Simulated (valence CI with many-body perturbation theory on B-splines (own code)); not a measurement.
Ba22+: key properties

Level of theory: valence CI with perturbative core correlation (CI+MBPT): six valence electrons over a frozen Dirac-Fock core [Ar] 3d10, radial functions for each j: 9 s, 9 p, 8 d, 6 f, 3 g, 1 h, with the one-electron correlation potential Σ1, the two-electron term Σ2, the three-electron term Σ3, Breit, model QED; selected CI, second order for the rest, scaled by the run's own slope (own B-spline code, finite nucleus).

No measured spectrum was set against this ion. As an estimate, levels hold to about 250 cm⁻¹ or 0.2 % of their energy and the worst to 1 %, as in measured heavy ions of charge 2 to 7; those with d or f electrons hold less well. Among the levels kept, up to 940 cm⁻¹ of a level comes from second order outside the variational space, and about a tenth of that is noise between levels of different J, which matters for small intervals.

Levels are named by their leading jj configuration (3d3/2^4 stands for four electrons in 3d with j = 3/2), which in mixed levels can hold well under half, so a name can repeat and another be missing.

Rates and lifetimes use the calculated energies. Strong lines usually hold to 10 to 20 %, long lifetimes can be off by a factor of two.

**Question.** What is the ground level?

**Answer.** (4s^2 4p1/2^2 4p3/2^2) J=2, composition 74 % 4s2 4p4 3P + 24 % 4s2 4p4 1D, g = 1.375.

**Question.** Where does the other parity begin?

**Answer.** At (4s 4p1/2^2 4p3/2^3) J=2, 598430 cm⁻¹.

**Question.** Name the longest-lived excited levels whose lifetime is computed, and their main decay.

**Answer.** (4s^2 4p1/2^2 4p3/2^2) J=0 at 42550 cm⁻¹ lives 481 ms, mostly by E2 to (4s^2 4p1/2^2 4p3/2^2) J=2; (4s^2 4p1/2^2 4p3/2 4d5/2) J=4 at 764010 cm⁻¹ lives 829 μs, mostly by M2 to (4s^2 4p1/2^2 4p3/2^2) J=2; (4s^2 4p1/2 4p3/2^2 4d5/2) J=4 at 923920 cm⁻¹ lives 102 μs, mostly by M1 to (4s^2 4p1/2^2 4p3/2 4d5/2) J=4.

**Question.** How well does LS coupling describe the low levels?

**Answer.** Among the lowest 20 levels the leading LS term, summed over configurations, holds 60 % on average. For single configurations the figures are 55 % in LS and 78 % in jj coupling. Terms mix most in the J = 3 level at 820460 cm⁻¹, where the leading one holds 31 %.

**Question.** Among levels below 1058700 cm⁻¹, which E1 lines absorb most strongly from the ground level?

**Answer.** to (4s^2 4p1/2 4p3/2^2 4d5/2) J=3 at 10.09 nm, f = 0.700; to (4s^2 4p1/2 4p3/2^2 4d3/2) J=3 at 9.813 nm, f = 0.456; to (4s^2 4p1/2 4p3/2^2 4d3/2) J=2 at 10.24 nm, f = 0.438.
